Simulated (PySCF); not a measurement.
**Solvent effects on NMR parameters**

Bonds (- single, = double, # triple, : aromatic): C1-Al2, Al2-S3, S3-C4, S3-C5, C5-F6. C1 carries H7, H8, H9; Al2 carries H10, H11; C4 carries H12, H13, H14; C5 carries H15, H16. Formal charges: Al2 -1, S3 +1. Stereochemistry as in [CH3][AlH2-][S@+](C)CF. H10, H15 are pro-R; H11, H16 are pro-S.

GIAO PBE0/pcSseg-1 in PySCF 2.14.0 with density-fitted response routines on one PBE0-D3(BJ)/def2-SVP conformer, non-relativistic, equivalent nuclei averaged. Solvents enter as an IEF-PCM continuum (chloroform with ε = 4.7, acetonitrile with ε = 35.7) around the gas-phase geometry. Shifts are referred to TMS, AlH4-, CS2, CFCl3 computed in the same medium.

In chloroform, δ in ppm: C5 88.1, C4 17.6, C1 -13.3, Al2 79.5, S3 -16.2, F6 -234.1, H15 5.60, H16 5.50, H11 3.95, H10 3.81, H12/H13/H14 2.47, H7/H8/H9 -0.60. Dipole moment 5.63 D.

(1) How does each δ change in the more polar medium?

(2) Which nuclei move most (in ppm), and what does the model miss?

Results:

(1) 
```
      atoms                               environment  Δδ, acetonitrile
         C5                 sp3 CH2 bonded to F and S              +0.6
         C4                 methyl carbon bonded to S              +0.2
         C1                methyl carbon bonded to Al              -0.1
        Al2             aluminium bonded to C, S, 2 H              -3.8
         S3                  sulfur bonded to 2 C, Al              -0.4
         F6                 fluorine on an sp3 carbon              -1.2
        H15  hydrogen on an sp3 CH2 bonded to F and S             +0.13
        H16  hydrogen on an sp3 CH2 bonded to F and S             +0.04
        H11   hydrogen on an aluminium bonded to C, S             -0.11
        H10   hydrogen on an aluminium bonded to C, S             -0.14
H12/H13/H14   hydrogen on a methyl carbon bonded to S             +0.05
   H7/H8/H9  hydrogen on a methyl carbon bonded to Al             +0.01
```

Changes are relative to chloroform. The dipole moment becomes 5.97 D in acetonitrile.

(2) Al2 (aluminium bonded to C, S, 2 H, -3.8 ppm) in acetonitrile. A continuum only polarises the solute; specific hydrogen bonds, the anisotropy of aromatic solvents and changes of geometry or conformer are outside it.
